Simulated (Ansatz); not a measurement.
Breaking the Ge1–Br3 bond in BrFGe (SMILES [F][Ge][Br]) (multiplicity 1 held, fragments rigid). Energies count from the point at 2.367 Å.
Geometry at that point (charge 0, multiplicity 1):
```xyz
3

Ge     0.5401    -0.4560     0.8125
F      1.4905    -1.3280    -0.3878
Br    -0.8771     0.7584    -0.6431
```

Restricted levels (R-, RO-) in cc, def2 and unpolarised 6-31G sets keep to the state of the molecule at rest. U- levels take the lowest unrestricted solution at each point, which mixes spins at long bonds. Levels need not reach the same state.

Frozen-core correlation. Filled d and f shells under p-block atoms count as core.

Run with Ansatz (Gaussian basis) for Hartree–Fock, density functionals and correlated methods. Values without a source in brackets are computed.

Energies in kcal/mol.

| R (Å) | U-HF/cc-pVDZ | U-MP2/cc-pVDZ | R-SCS-MP2/cc-pVDZ | U-SCS-MP2/cc-pVDZ |
|---|---|---|---|---|
| 1.894 | 59.0 | 60.8 | 61.3 | 61.3 |
| 2.130 | 9.6 | 10.2 | 10.4 | 10.4 |
| 2.367 | 0.0 | 0.0 | 0.0 | 0.0 |
| 2.604 | 6.2 | 6.0 | 5.7 | 5.7 |
| 2.840 | 18.0 | 17.8 | 17.2 | 17.2 |
| 3.195 | 37.6 | 37.4 | 36.5 | 36.5 |
| 3.550 | 50.6 | 64.3 | 53.9 | 63.0 |
| 4.142 | 57.7 | 78.9 | 76.7 | 76.7 |
| 4.734 | 59.3 | 82.2 | 91.6 | 79.7 |
| 5.444 | 59.7 | 83.0 | 100.6 | 80.5 |
| 6.391 | 59.8 | 83.2 | 102.1 | 80.7 |
| 7.574 | 59.8 | 83.3 | 95.0 | 80.7 |

Doubts at one or more of the structures used: a spin-contaminated determinant (U-HF/cc-pVDZ, U-MP2/cc-pVDZ, U-SCS-MP2/cc-pVDZ); a restricted determinant that unrestricted orbitals would lower (R-SCS-MP2/cc-pVDZ).

Ansatz is a first-principles code.
